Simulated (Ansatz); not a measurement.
Job for Ansatz (a quantum-chemistry and plane-wave program): R-CCSD(T)/def2-TZVPP on GaH2IO2 (SMILES [OH][Ga]([OH])[I]), a point of a torsion scan. Elements past Kr take the def2 small-core potentials; no spin–orbit coupling. The run froze 25 orbitals, filled d shells among them.

Ansatz 0.2 input:
```yaml
crystal:
  periodic: [false, false, false]
  atoms:
    - {symbol: O, position_ang: [-0.92457282, -1.14949717, 0.33700951]}
    - {symbol: Ga, position_ang: [-0.25097197, 0.40839728, 0.01558863]}
    - {symbol: O, position_ang: [1.41617809, 0.63299705, -0.40482928]}
    - {symbol: I, position_ang: [-1.53361591, 2.46493377, 0.49351874]}
    - {symbol: H, position_ang: [-1.44647816, -1.77023576, -0.16276057]}
    - {symbol: H, position_ang: [2.02304867, -0.09653047, -0.52422785]}
basis:
  gaussian:
    orbitals: def2-TZVPP
magnetization: {spin_polarized: false}
correlation: {method: ccsd_t, electrons: outside_noble_gas}
scf: {lower_state_search: off}
```

Program output:

```
WARN ansatz: RAYON_NUM_THREADS=1 ignored (pool sized by the plan → 1); use --threads N
Functional definition: HF
these checks for a lower state are left out or cut short: stability, starts, cluster_reference, orbital_swaps, neighbouring_geometries, increment
integrals: 0.66 GiB planned
1363 factors; integrals over basis functions are off by at most 9.3e-4 eV
mean field: 0.73 GiB planned
mean field evaluation 1: about -64513.1771 eV, gradient 5.2e1 eV
mean field evaluation 2: about -64513.2762 eV, gradient 5.3e1 eV
mean field evaluation 4: about -64517.8994 eV, gradient 2.8e0 eV
mean field evaluation 8: about -64517.9401 eV, gradient 3.2e-1 eV
mean field -64517.94043165 eV, -2370.9905790325 hartree, gradient 2.1e-6 eV, S^2 0.000000; 0 other end points of the search recorded, 0 dependent functions left out
25 core orbitals not correlated, not the lowest: weight in the atoms' cores, before any rotation towards them, 0.741 or more for the frozen orbitals, at most 0.253 for the correlated occupied ones
reference -64517.94043165 eV, -2370.9905790325 hartree; 12, 12 occupied and 151, 151 virtual orbitals, 1363 factors
second order -18.86170390 eV of doubles, -0.00000000 eV of singles
coupled cluster: 1.71 GiB planned
cycle   1  -18.82648691 eV  change    3.5e-2 eV  update   9.7e-2
cycle   2  -19.22959586 eV  change   -4.0e-1 eV  update   2.9e-2
cycle   3  -19.33374081 eV  change   -1.0e-1 eV  update   1.5e-2
cycle   4  -19.32259312 eV  change    1.1e-2 eV  update   3.8e-3
cycle   5  -19.32059738 eV  change    2.0e-3 eV  update   1.7e-3
cycle   6  -19.32140376 eV  change   -8.1e-4 eV  update   5.3e-4
cycle   7  -19.32110283 eV  change    3.0e-4 eV  update   1.8e-4
cycle   8  -19.32104282 eV  change    6.0e-5 eV  update   5.5e-5
cycle   9  -19.32106832 eV  change   -2.6e-5 eV  update   2.0e-5
perturbative correction -0.71885201 eV, -0.0264173240 hartree
Total energy: -64537.98035198 eV, -2371.7270325210 hartree
Checks for a lower state left out: stability, starts, cluster_reference, orbital_swaps, neighbouring_geometries, increment
```

The calculation finished and met its thresholds.

Cost: roughly 30 core-seconds.
